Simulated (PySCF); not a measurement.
## Functional benchmark on one molecule

Molecule: tert-butyl acetate (CC(OC(C)=O)(C)C, C₆H₁₂O₂).

Atoms are numbered as in `[CH3:1][C:2](=[O:3])[O:4][C:5]([CH3:6])([CH3:7])[CH3:8]`; H(Xn) means a hydrogen on atom n.

Geometry PBE0-D3(BJ)/def2-SVP throughout; GIAO in PySCF 2.14, gas phase, one conformer, non-relativistic; equivalent atoms averaged; basis pcSseg-1.

Reference values (measured; solution, not stated per compound (mostly CDCl3 or CCl4); Pretsch, Buehlmann, Badertscher, Structure Determination of Organic Compounds, 4th ed. (2009)): δ(C5) = 79.9 ppm, δ(C6/C7/C8) = 28.1 ppm, δ(H(C6)/H(C7)/H(C8)) = 1.45 ppm. Computed shifts are taken against TMS, calculated as an isolated molecule at each level.

Q: How do the functionals HF, LDA, KT2, KT3, B97-D, PBE0, mPW1PW91, WP04, B97-2, CAM-B3LYP perform against the reference? Times are CPU seconds on shared hosts with different chips, so compare them loosely.

A: 
| functional | kind | C5 | C6/C7/C8 | H(C6)/H(C7)/H(C8) | mean abs. error C | abs. error H | core-s |
| --- | --- | --- | --- | --- | --- | --- | --- |
| HF | Hartree–Fock | 68.8 | 27.1 | 1.41 | 6.1 | 0.04 | 24 |
| LDA | LDA | 83.7 | 29.3 | 1.46 | 2.5 | 0.01 | 52 |
| KT2 | GGA | 79.6 | 28.2 | 1.45 | 0.2 | 0.00 | 35 |
| KT3 | GGA | 78.2 | 27.4 | 1.43 | 1.2 | 0.02 | 70 |
| B97-D | GGA | 80.1 | 28.2 | 1.47 | 0.1 | 0.02 | 36 |
| PBE0 | global hybrid | 78.0 | 28.3 | 1.43 | 1.1 | 0.02 | 27 |
| mPW1PW91 | global hybrid | 78.0 | 28.2 | 1.43 | 1.0 | 0.02 | 34 |
| WP04 | global hybrid | 84.3 | 28.2 | 1.42 | 2.2 | 0.03 | 39 |
| B97-2 | global hybrid | 77.6 | 28.0 | 1.43 | 1.2 | 0.02 | 32 |
| CAM-B3LYP | range-separated hybrid | 78.9 | 28.8 | 1.44 | 0.8 | 0.01 | 32 |

For ¹³C the closest is B97-D (0.1 ppm, with KT2 practically level) and the furthest HF (6.1 ppm).

For ¹H the closest is KT2 (0.00 ppm, with LDA, CAM-B3LYP, KT3, B97-D, PBE0, mPW1PW91, B97-2 practically level) and the furthest HF (0.04 ppm). One molecule is a small sample, and vibrational and solvent effects are absent from the calculation.
